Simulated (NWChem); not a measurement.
Everything below was run with NWChem. System: C3H2F3, charge 0, spin multiplicity 2, at a geometry optimised with UPBE0/def2-SVP. The structure started from a generated list of species. Its SCF solution wasn't tested for a lower state. Level: UB2PLYP/def2-TZVP, 6 core orbitals frozen.

The NWChem input:

```
start mol
memory heap 200 mb stack 900 mb global 1100 mb
geometry units angstroms nocenter noautoz
  C      0.602642    -2.126994     0.000000
  C      0.795902    -0.831379     0.000000
  C     -0.054683     0.379136     0.000000
  F      0.172965     1.131477    -1.076200
  F      0.172965     1.131477     1.076200
  F     -1.355371     0.054664     0.000000
  H      1.436771    -2.837275     0.000000
  H     -0.414970    -2.545872     0.000000
  symmetry group Cs
end
basis spherical
  * library def2-tzvp
end
dft
  xc hfexch 0.53 becke88 0.47 lyp 0.73 mp2 0.27
  dftmp2
  odft
  mult 2
  semidirect memsize 60000000 filesize 0
  iterations 100
end
mp2
  freeze core 6
end
task dft energy
```

Part of the output:

```
             Northwest Computational Chemistry Package (NWChem) 7.3.0
             --------------------------------------------------------

                                NWChem Input Module
                                -------------------

 Scaling coordinates for geometry "geometry" by  1.889725989
 (inverse scale =  0.529177249)

 Turning off AUTOSYM since
 SYMMETRY directive was detected!

                             Geometry "geometry" -> ""
                             -------------------------

 Output coordinates in angstroms (scale by  1.889725989 to convert to a.u.)

  No.       Tag          Charge          X              Y              Z
 ---- ---------------- ---------- -------------- -------------- --------------
    1 C                    6.0000     0.60264200    -2.12699400     0.00000000
    2 C                    6.0000     0.79590200    -0.83137900     0.00000000
    3 C                    6.0000    -0.05468300     0.37913600     0.00000000
    4 F                    9.0000     0.17296500     1.13147700    -1.07620000
    5 F                    9.0000     0.17296500     1.13147700     1.07620000
    6 F                    9.0000    -1.35537100     0.05466400     0.00000000
    7 H                    1.0000     1.43677100    -2.83727500     0.00000000
    8 H                    1.0000    -0.41497000    -2.54587200     0.00000000

 Effective nuclear repulsion energy (a.u.)     240.4153950569

            Nuclear Dipole moment (a.u.)
            ----------------------------
        X                 Y               Z
 ---------------- ---------------- ----------------
    -0.0000037795    -0.0000132281     0.0000000000

      Symmetry information
      --------------------

 Group name             Cs
 Group number              2
 Group order               2
 No. of unique centers     7

      Symmetry unique atoms

     1    2    3    4    6    7    8


 Summary of "ao basis" -> "" (spherical)
 ------------------------------------------------------------------------------
       Tag                 Description            Shells   Functions and Types
[...]
  mp2_eaf for mointskh                    127
Node 0 wrote     78.4 Mb in      0.0 s     Agg I/O rate:  2751.1 Mb/s
 Done moints_semi at      187.5s
  mp2_eaftype                   127  avail_ma_in_mb                   384
 EAF : mp2_eaftype filesize         127   16698255.
  mp2_eaf for kh                   127
 Done maket at      187.7s
 Semi-direct pass number   3 of   6  for UHF beta        at      187.7s
  vrange nnbf                 18672
  mp2_eaftype                   127  avail_ma_in_mb                   385
 EAF : mp2_eaftype filesize         127   16698255.
  mp2_eaf for mointskh                    127
Node 0 wrote     78.4 Mb in      0.0 s     Agg I/O rate:  3060.3 Mb/s
 Done moints_semi at      205.6s
  mp2_eaftype                   127  avail_ma_in_mb                   384
 EAF : mp2_eaftype filesize         127   16698255.
  mp2_eaf for kh                   127
 Done maket at      205.8s
 Semi-direct pass number   4 of   6  for UHF beta        at      205.8s
  vrange nnbf                 18672
  mp2_eaftype                   127  avail_ma_in_mb                   385
 EAF : mp2_eaftype filesize         127   16698255.
  mp2_eaf for mointskh                    127
Node 0 wrote     78.4 Mb in      0.0 s     Agg I/O rate:  3263.9 Mb/s
 Done moints_semi at      224.2s
  mp2_eaftype                   127  avail_ma_in_mb                   384
 EAF : mp2_eaftype filesize         127   16698255.
  mp2_eaf for kh                   127
 Done maket at      224.4s
 Semi-direct pass number   5 of   6  for UHF beta        at      224.4s
  vrange nnbf                 18672
  mp2_eaftype                   127  avail_ma_in_mb                   385
 EAF : mp2_eaftype filesize         127   16698255.
  mp2_eaf for mointskh                    127
Node 0 wrote     78.4 Mb in      0.0 s     Agg I/O rate:  3166.6 Mb/s
 Done moints_semi at      242.7s
  mp2_eaftype                   127  avail_ma_in_mb                   384
 EAF : mp2_eaftype filesize         127   16698255.
  mp2_eaf for kh                   127
 Done maket at      242.9s
 Semi-direct pass number   6 of   6  for UHF beta        at      242.9s
  vrange nnbf                 18672
  mp2_eaftype                   127  avail_ma_in_mb                   385
 EAF : mp2_eaftype filesize         127   16698255.
  mp2_eaf for mointskh                    127
Node 0 wrote     52.3 Mb in      0.0 s     Agg I/O rate:  3182.7 Mb/s
 Done moints_semi at      260.6s
  mp2_eaftype                   127  avail_ma_in_mb                   384
 EAF : mp2_eaftype filesize         127   16698255.
  mp2_eaf for kh                   127
 Done maket at      260.7s
 Done multipass loop at      260.7s

          -------------------------------------------
          DFT energy                    -414.489337920478
          Unscaled MP2 energy             -1.404236516351
          Total DFT+MP2 energy          -414.868481779892
          -------------------------------------------

 -----------------------
 Performance information
 -----------------------

 Timer overhead =  1.57D-07 seconds/call

               Nr. of calls         CPU time (s)                 Wall time (s)                GFlops
             ---------------    -------------------     ------------------------------   -------------------
Name         Min   Avg   Max    Min     Avg     Max     Min     Avg     Max   Mx/calls   Min     Max     Sum
mp2: moin    12    12    12   2.17E+2 2.17E+2 2.17E+2  2.17E+2 2.17E+2 2.17E+2  18.      0.0     0.0     0.0
mp2: make    12    12    12    2.5     2.5     2.5      2.5     2.5     2.5    0.21      0.0     0.0     0.0
mp2: tota     1     1     1   2.21E+2 2.21E+2 2.21E+2  2.21E+2 2.21E+2 2.21E+2 2.21E+2   0.0     0.0     0.0

 The average no. of pstat calls per process was 2.50D+01
 with a timing overhead of 3.91D-06s

 Task  times  cpu:      260.7s     wall:      260.7s

 Total times  cpu:      260.7s     wall:      260.7s
```
